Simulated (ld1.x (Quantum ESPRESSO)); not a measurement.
**In, RRKJ: configuration errors across variants**

```json
{"Element": "In", "Generator": "ld1.x (Quantum ESPRESSO) 7.5", "Type": "norm-conserving RRKJ (Kleinman–Bylander form)", "Functional": "LDA (PZ)", "Relativity": "scalar-relativistic", "Frozen core": "[Kr] 4d10", "Valence charge": "3", "Reference configuration": "5s2 5p1", "Partial waves": "5s (bound): rc 2.05 bohr; 5p (bound): rc 2.85 bohr", "Local potential": "all-electron potential smoothed inside 1.80 bohr (lloc = -1)", "Core correction": "none", "rho0": "0.005"}
```

All-electron excitation energies from the reference (eV): (1) 5s2 5p0 5.595; (2) 5s1 5p0 25.255; (3) 5s2 5p0.5 2.046; (4) 5s2 5p1.3 -0.582; (5) 5s1 5p2 5.938; (6) 5s0 5p3 12.162; (7) 5s1 5p1 12.290; (8) 5s2 5p1 spin -0.117; (9) 5s1 5p0 spin 25.031.

Spin tests fill each open shell by Hund’s rule, majority spin first.

3 further variants failed, have other tests or another functional or relativity, and are left out.

A true bound ghost makes a file unfit for plane-wave use even where its test errors are small: the radial tests pick states by their node count and pass the ghost by.

Errors AE − PS in meV (a dash: test not solved or not reliable):

```tsv
change	(1)	(2)	(3)	(4)	(5)	(6)	(7)	(8)	(9)	bound ghosts
base	+14	+154	+2.2	+0.7	+18	+93	+32	+19	+465	s
local potential all-electron potential smoothed inside 2.74 bohr (lloc = -1)	+15	+164	+2.4	+0.6	+18	+92	+33	+19	+474	none
local potential all-electron potential smoothed inside 2.50 bohr (lloc = -1)	+16	+167	+2.5	+0.7	+18	+92	+34	+19	+477	none
wave 5p (bound): rc 2.85 bohr becomes 5p (bound): rc 2.98 bohr	+14	+153	+2.2	+0.7	+18	+94	+32	+19	+465	s
```

Give the same row for: wave 5s (bound): rc 2.05 bohr becomes 5s (bound): rc 2.96 bohr.

+14, +134, +2.2, +0.6, +9.9, +67, +20, +19, +440; bound ghosts: s.
